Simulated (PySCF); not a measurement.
Working out the ionisation energy of I

I [Kr] 4d10 5s2 5p5 (2P) → I⁺ [Kr] 4d10 5s2 5p4 (3P). Calculation: PySCF 2.14, in def2-TZVPPD with the def2 core potential (28 electrons); a scalar-relativistic core potential. Frozen: nothing. Energies in hartree (1 hartree = 27.21139 eV):

```
            part    I (lower)   I⁺ (upper)
             UHF  -296.658629  -296.307730
CCSD correlation    -0.529907    -0.501750
             (T)    -0.010540    -0.008965
```

Problem. What does Hartree-Fock give?

Solution. (-296.307730) − (-296.658629) = 0.350899 hartree = 9.548 eV.

Problem. What do CCSD and CCSD(T) give?

Solution. The CCSD correlation energies differ by 0.028157 hartree = 0.766 eV and the triples by 0.001575 hartree = 0.043 eV, so CCSD gives 10.314 eV and CCSD(T) 10.357 eV.

Measured between the centres of the two terms (NIST): 10.519 eV, so CCSD(T) (valence and next inner shell) is off by -0.162 eV.

What remains against the reference includes basis incompleteness and higher excitations.
